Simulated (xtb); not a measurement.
In(Me)2(NH3) (C2H9InN), SMILES [NH3]->[In+]([CH3])[CH3] (connectivity only; charge and spin as stated), charge +1, multiplicity 1. All values are semi-empirical tight-binding results from xtb (GFN2-xTB unless named), good for trends rather than for accurate numbers. Coordinates come from a GFN2-xTB optimisation. The spin state was assumed, not searched. The isomer is the one that the SMILES or the coordinates give; other isomers of the formula were not compared.

For metal compounds this method's bond lengths and energies can be far off.

Q: Estimate the properties. (The exact figures need the calculation; the answer reports its results.)

A: 
```yaml
orbital_gap: 2.93 eV
zero_point_energy: 64.1 kcal/mol
G − E(el) at 298.15 K (modified RRHO): 41.1 kcal/mol
```
